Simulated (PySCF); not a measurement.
A calculated (PBE, PySCF 2.14, x2c-TZVPall, the spin-free X2C one-electron Hamiltonian (Gaussian nucleus)) atom or ion has these occupied shells.

```tsv
shell	electrons	orbital energy (eV)	rms radius, mean of both spins (bohr)
1s β	1	-18789.3	0.0415
1s α	1	-18789.3	0.0415
2s α	1	-2635.0	0.171
2s β	1	-2634.6	0.171
2p α	3	-2354.3	0.152
2p β	3	-2354.1	0.152
3s α	1	-445.06	0.474
3s β	1	-444.89	0.474
3p α	3	-353.27	0.481
3p β	3	-353.07	0.481
3d α	5	-202.93	0.475
3d β	5	-202.63	0.475
4s α	1	-65.708	1.23
4s β	1	-63.764	1.23
4p α	3	-42.043	1.40
4p β	3	-39.806	1.40
4d α	4	-10.507	2.29
```

Task: Name the element and its charge.

Result: Nb⁺ (niobium, charge +1), in [Kr] 4d4, high-spin 5D determinant.
